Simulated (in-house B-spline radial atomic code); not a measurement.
## The rhodium ion Rh⁸⁺: [Ar] 3d10 4s2 (4p1/2)2 (4p3/2)3 (4d5/2)1 (4f5/2)1 (an excited or competing configuration)

Level of theory: Dirac-Hartree-Fock, average of the jj configuration, Fermi nucleus of rms radius 4.4945 fm; calculated with an all-electron radial atomic-structure program (B-spline basis).

Effective charges: Z_r = [3n² - l(l+1)]/(2<r>) from the radius, Z_e = n√(-2ε) from the energy, and Slater's rules. Values are occupation-weighted means over j. An effective charge above Z reflects the relativistic contraction of the inner shells.

| shell | electrons | ε (eV) | <r> (bohr) | Z_r | Z_e | Slater |
| --- | --- | --- | --- | --- | --- | --- |
| 1s | 2 | -23511 | 0.03262 | 45.99 | 41.57 | 44.70 |
| 2s | 2 | -3619.3 | 0.1413 | 42.47 | 32.62 | 40.85 |
| 2p | 6 | -3254.7 | 0.1236 | 40.46 | 30.93 | 40.85 |
| 3s | 2 | -801.99 | 0.387 | 34.88 | 23.03 | 33.75 |
| 3p | 6 | -678.46 | 0.3872 | 32.28 | 21.18 | 33.75 |
| 3d | 10 | -480.54 | 0.3675 | 28.57 | 17.83 | 23.85 |
| 4s | 2 | -232.26 | 0.9304 | 25.79 | 16.53 | 17.60 |
| 4p | 5 | -192.69 | 0.9899 | 23.23 | 15.05 | 17.60 |
| 4d | 1 | -136.32 | 1.132 | 18.55 | 12.66 | 10.00 |
| 4f | 1 | -80.656 | 1.492 | 12.07 | 9.74 | 9.00 |

The least bound orbital is 4f5/2 at -80.66 eV, and it is also the most diffuse (<r> = 1.492 bohr).

For the 1s electron the small component carries 2.71 % of the norm, the zero-frequency Breit interaction raises the level by 48.33 eV, self-energy by 26.75 eV, and vacuum polarisation lowers it by 3.249 eV.
